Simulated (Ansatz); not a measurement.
`[SiH3]C([SiH3])[SiH3]`, relaxed with RKS PBE-D4/def2-SVP in Ansatz from a rough embedded geometry. The force threshold is 0.03 eV/Å; the program also tests the step.

Total charge 0; spin multiplicity 1.

Start:

```xyz
14

Si   -0.795   -0.054    1.438
C    -0.464    0.291   -0.281
Si    1.044    1.298   -0.335
Si   -0.037   -1.317   -1.065
H     0.255   -0.723    2.187
H    -2.074   -0.855    1.620
H    -1.093    1.228    2.203
H    -1.248    0.816   -0.757
H     2.227    0.574    0.349
H     1.462    1.547   -1.736
H     0.861    2.580    0.318
H    -1.296   -2.204   -1.039
H     0.180   -1.108   -2.484
H     0.978   -2.073   -0.421
```

```
step  energy (eV)  largest force (eV/Å)  largest move (Å)
   1  -24809.6435                 2.536             0.000
   2  -24810.2593                 1.068             0.120
   3  -24810.3077                 0.474             0.107
   4  -24810.3450                 0.028             0.062
```

End:

```xyz
14

Si   -0.896   -0.036    1.572
C    -0.396    0.249   -0.238
Si    1.140    1.360   -0.357
Si   -0.125   -1.399   -1.144
H     0.213   -0.758    2.290
H    -2.144   -0.874    1.662
H    -1.146    1.271    2.277
H    -1.237    0.778   -0.743
H     2.301    0.683    0.321
H     1.511    1.614   -1.794
H     0.902    2.685    0.317
H    -1.354   -2.265   -1.070
H     0.213   -1.168   -2.593
H     1.018   -2.140   -0.501
```

It took 6.5 s on 4 threads of a server CPU on a shared host, with 0.16 GiB of host memory at the peak.
